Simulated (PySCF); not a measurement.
**Two-component Hartree-Fock for Pb⁶⁸⁺ (lead, charge +68)**

Start: [Ne] 3s2 3p2; 3p1/2 filled at m_j = -1/2, +1/2. Calculated with PySCF 2.14 in an even-tempered Gaussian basis (17 s from 24 bohr⁻², ratio 2.4; 14 p from 31 bohr⁻², ratio 2.4; 4 d from 100 bohr⁻², ratio 2.6; 4 f from 160 bohr⁻², ratio 2.6): generalised Hartree-Fock with the X2C-1e Hamiltonian and a Gaussian nucleus; one run each with spin-orbit coupling (SO) switched off, then screened by Boettger's factors.

```tsv
spinor shell	electrons	ε, spin-free (eV)	ε, screened SO (eV)	weight of nominal j (screened SO)	rms radius, screened SO (bohr)
1s1/2	2	-94506.9	-94447.6	1.000	0.0181
2s1/2	2	-21694.4	-21669.7	1.000	0.0720
2p1/2	2	-19463.2	-21085.6	1.000	0.0607
3s1/2	2	-8737.3	-8727.6	1.000	0.173
3p1/2	2	-8118.7	-8529.5	1.000	0.163
```

Problem. Where does 2p3/2 lie, and what is the 2p spin-orbit splitting (screened SO)?

Solution. At -18819.2 eV, 2266.4 eV above 2p1/2.

```csv
quantity,spin-free,screened SO
E (hartree),-15171.21891,-15232.02873
M_J,0,0
⟨J²⟩,2.000,0.000
⟨L²⟩,2.000,1.362
⟨S²⟩,2.000,1.362
```

Breit and QED terms are absent; they matter most for the inner s and p1/2 levels.

Densities and radii are taken from the X2C orbitals without a picture-change correction, which distorts them close to the nucleus.

Without spin-orbit coupling the j labels of p, d and f shells carry no meaning; the spin-free column gives the mean over the occupied spinors of each nl shell.
